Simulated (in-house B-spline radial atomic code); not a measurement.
Atomic self-consistent-field run: the vanadium ion V⁷⁺. Computed with a B-spline radial code for spherical atoms: Dirac-Kohn-Sham PBE, spherical fractional occupations, Fermi nucleus of rms radius 3.6002 fm.

Command:
```bash
python run_scf.py task.json out
```
Settings (nuclear radius in fm, mass in u):
```
Z                23
configuration    [Ne] 3s2 3p4
hamiltonian      dirac
method           pbe,pbe
spin_polarised   False
nucleus          fermi
rms_radius       3.6002
atomic_mass      50.94396
speed_of_light   137.035999084
```

Output (hartree, bohr):
```
 radial grid: 65 intervals, B-splines of order 8, outer radius 8.961 bohr

 iter        energy (Eh)    residual
    1        -928.398049    6.59e-01
    2        -932.350594    2.04e-01
    3        -932.682173    6.91e-02
    4        -932.724693    2.30e-02
    5        -932.730163    7.89e-03
    6        -932.730714    1.08e-04
    7        -932.730714    8.48e-06
    8        -932.730714    7.09e-08

 total energy                      -932.73071
 kinetic                             943.1461
 electron-nucleus                  -2139.8395
 Hartree                             304.9997
 exchange-correlation                -41.0370

 first-order corrections (not in the total)
   Gaunt                             0.3345
   retardation                      -0.0282
   frequency dependence             -0.0006
   self-energy                       0.2228
   Uehling                          -0.0176
   Wichmann-Kroll                    0.0001
   recoil                            0.0080

 orbital      occ     eigenvalue          <r>       <r^2>       <1/r>       <r^4>       r_max    small
 1s1/2      2.000      -202.3739    0.0664372  0.00593616     22.8411  9.0687e-05     0.04349  6.80e-03
 2s1/2      2.000       -27.3273     0.307124    0.111469     4.82618   0.0217538      0.2553  1.21e-03
 2p1/2      2.000       -23.8631     0.271163   0.0905921     4.76086   0.0167878      0.2063  1.19e-03
 2p3/2      4.000       -23.6008       0.2739   0.0922894     4.69508   0.0173622      0.2085  1.17e-03
 3s1/2      2.000        -7.0616     0.871163    0.865307     1.62954     1.13755       0.786  3.05e-04
 3p1/2      1.333        -6.0646     0.888968      0.9132       1.544     1.32035      0.7897  2.81e-04
 3p3/2      2.667        -6.0243     0.894374    0.924073     1.53085     1.35067      0.7948  2.79e-04
```

Run time, properties included: 1.2 s on 1 thread of Arm Neoverse N1, on a shared host.

For the Dirac Hamiltonian the kinetic term is c α·p + (β - 1)c².
